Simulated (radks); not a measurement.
Question: The zirconium ion Zr0.125+, configuration [Kr] 4d(up 1.875, down 0) 5s2 (fractional occupations, a model configuration). Calculated with a radial shooting solver on a logarithmic mesh with Libxc functionals: scalar-relativistic Kohn-Sham, BLYP, spin-polarised, spherical densities, point nucleus. Some entries of the table are withheld. Estimate them.

| orbital | occ. | eigenvalue (hartree) | <1/r> (bohr^-1) |
|---|---|---|---|
| 1s down | 1 | -655.2235 | 41.26 |
| 1s up | 1 | -655.2234 | 41.26 |
| 2s up | 1 | -90.81408 | 9.249 |
| 2s down | 1 | -90.80903 | 9.250 |
| 2p up | 3 | -80.99733 | 9.014 |
| 2p down | 3 | -80.99360 | 9.014 |
| 3s up | 1 | -14.89595 | 3.139 |
| 3s down | 1 | -14.89304 | 3.139 |
| 3p up | 3 | -11.69954 | 2.981 |
| 3p down | 3 | -11.69634 | 2.980 |
| 3d up | 5 | -6.45121 | 2.740 |
| 3d down | 5 | -6.44636 | 2.740 |
| 4s up | 1 | -2.04541 | 1.116 |
| 4s down | 1 | -2.01351 | 1.121 |
| 4p up | 3 | (1) | 0.9764 |
| 4p down | 3 | (2) | 0.9808 |
| 5s up | 1 | -0.19232 | (3) |
| 5s down | 1 | -0.17505 | (4) |
| 4d up | 1.875 | -0.17411 | (5) |
| 4d down | 0 | -0.13916 | (6) |

Answer: 
(1) 4p up eigenvalue (hartree): -1.23621
(2) 4p down eigenvalue (hartree): -1.20011
(3) 5s up <1/r> (bohr^-1): 0.3554
(4) 5s down <1/r> (bohr^-1): 0.3422
(5) 4d up <1/r> (bohr^-1): 0.6093
(6) 4d down <1/r> (bohr^-1): 0.5930
